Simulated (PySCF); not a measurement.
C₄H₄OSe, SMILES C=C1[Se]CC1=O.

Geometry optimised at PBE-D3(BJ)/def2-SVP. The structure was generated by enumeration, and PubChem lists no compound with its InChIKey, so it may never have been made.

All values below come from PBE-D3(BJ)/def2-SVP in PySCF.

Frequencies are harmonic and unscaled.

**Question.** List the normal modes with their intensities. (Estimate from the structure and the level; the computed values follow.)

**Answer.** 
| mode | ν (cm⁻¹) | IR (km/mol) | moving atoms (share of kinetic energy) |
|---|---|---|---|
| 1 | 89 | 7.7 | C 44 %, O 26 %, H 22 % |
| 2 | 242 | 0.9 | C 43 %, H 27 %, O 20 %, Se 11 % |
| 3 | 291 | 0.7 | C 73 %, H 18 %, O 9 % |
| 4 | 393 | 2.4 | C 51 %, O 25 %, Se 18 % |
| 5 | 409 | 9.3 | C 35 %, Se 32 %, O 29 % |
| 6 | 546 | 4.8 | H 49 %, C 47 % |
| 7 | 585 | 2.6 | C 61 %, H 23 %, O 12 % |
| 8 | 649 | 0.5 | H 88 %, C 11 % |
| 9 | 667 | 6.4 | C 74 %, H 18 % |
| 10 | 759 | 6.9 | C 56 %, H 32 %, O 12 % |
| 11 | 820 | 12.3 | H 66 %, C 33 % |
| 12 | 851 | 31.6 | H 71 %, C 29 % |
| 13 | 1014 | 2.6 | C 59 %, H 38 % |
| 14 | 1015 | 0.3 | H 69 %, C 30 % |
| 15 | 1106 | 9.0 | H 63 %, C 34 % |
| 16 | 1140 | 105.8 | C 85 %, H 14 % |
| 17 | 1335 | 18.3 | H 86 %, C 14 % |
| 18 | 1353 | 4.5 | H 91 %, C 9 % |
| 19 | 1627 | 49.2 | C 93 % |
| 20 | 1810 | 193.6 | C 63 %, O 36 % |
| 21 | 3015 | 3.7 | H 95 % |
| 22 | 3080 | 0.7 | H 95 % |
| 23 | 3090 | 0.0 | H 90 %, C 10 % |
| 24 | 3188 | 0.2 | H 89 %, C 11 % |
